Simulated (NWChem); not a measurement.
## Polarisability of BCl

```
B
Cl 1 1.7192
```
Charge 0, spin multiplicity 1.

The numbers come from NWChem runs, not from measurements. Structure: optimised with PBE0/def2-SVP, a minimum by its harmonic frequencies.

Basis set: 6-31G*. The field's frequency is 0.0428 Ha (1065 nm). This basis has no diffuse functions, which lowers polarisabilities.

```json
[
 {"method": "BHandHLYP", "isotropic polarisability (bohr³)": "23.51", "difference from CCSD linear response": "+0.21"},
 {"method": "CCSD linear response", "isotropic polarisability (bohr³)": "23.30", "difference from CCSD linear response": "0.00"},
 {"method": "HF", "isotropic polarisability (bohr³)": "23.29", "difference from CCSD linear response": "-0.01"},
 {"method": "B3LYP", "isotropic polarisability (bohr³)": "23.82", "difference from CCSD linear response": "+0.53"},
 {"method": "PBE", "isotropic polarisability (bohr³)": "24.28", "difference from CCSD linear response": "+0.99"}
]
```

The values span 1.00 bohr³, from HF (lowest) to PBE (highest). 

The correlated methods keep 6 core orbitals frozen. B3LYP has NWChem's definition, with VWN1-RPA local correlation. The Pople sets run with spherical d functions. The structure started from a generated list of species. Differences from the coupled-cluster row are differences between methods, not errors against experiment.
